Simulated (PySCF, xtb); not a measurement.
SiH2Br2, SMILES Br[SiH2]Br.

Harmonic wavenumbers (cm⁻¹) from GFN2-xTB run with xtb 6.7.1 at its own minimum, in rising order: 100, 393, 458, 475, 592, 715, 757, 2405, 2413.

Task: What does PBE-D3(BJ)/def2-SVP (PySCF) give at its own minimum? (Estimate from the structure and the level; the computed values follow.)

Result: 114, 388, 459, 528, 657, 812, 902, 2190, 2208. Paired by order, the mean absolute difference is 89 cm⁻¹ and the zero-point energies are 11.9 and 11.8 kcal/mol.
